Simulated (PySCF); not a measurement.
Task: What does the PBE0-D3(BJ)/def2-SVP structure of `CCCC1=C(S(=O)(=O)[O-])OC=C1` look like in three dimensions? (Charge -1.)

Result: 
Z-matrix in Å and degrees, rows numbered from 1:
```
C 
C   1  1.5196
C   2  1.5318  1  113.72
C   3  1.4971  2  112.97  1    60.76
C   4  1.4331  3  128.29  2  -108.23
C   5  1.3651  4  106.38  3   177.28
O   6  1.3454  5  110.20  4    -0.07
C   7  1.3516  6  107.81  5     0.27
S   8  1.8022  4  130.33  3    -3.14
O   9  1.4689  8  104.79  4   157.06
O   9  1.4781  8  102.49  4    36.17
O   9  1.4782  8  103.41  4   -82.44
H   1  1.1018  2  111.46  3  -179.91
H   1  1.1049  2  111.92  3    59.35
H   1  1.1013  2  110.41  3   -60.56
H   2  1.1050  1  110.01  3  -122.13
H   2  1.1019  1  109.52  3   120.53
H   3  1.1053  2  110.04  1   -61.49
H   3  1.1004  2  108.08  1  -179.60
H   5  1.0895  4  126.84  3    -2.86
H   6  1.0875  5  133.53  4   179.07
```

The 6 C–C bonds span 1.365 Å (C5–C6, aromatic) to 1.532 Å (C2–C3, drawn single), a spread of 0.167 Å. The 5-membered ring C4–C5–C6–O7–C8 has internal angles of 105.3° to 110.4° (sum 540°, against 540° for a flat polygon); it is planar, 0.00 Å rms from its mean plane, widest ring torsion 0°. C4 (substituted aromatic carbon) is planar (angles 128.3°, 126.4° and 105.3°, sum 359.9°, 0.02 Å off the plane of its three neighbours). C8 (substituted aromatic carbon) is planar (angles 130.3°, 119.1° and 110.4°, sum 359.7°, 0.04 Å off the plane of its three neighbours).

Method used: PBE0-D3(BJ)/def2-SVP geometry optimisation, gas phase in PySCF.

Point group: C1 (no symmetry element, even within 0.4 Å). No PBE0-D3(BJ)/def2-SVP frequencies stand behind this structure, so it isn't proved a minimum. Torsions: C1–C2–C3–C4 61°, C2–C3–C4–C5 -108°.

One conformer stands for the species.
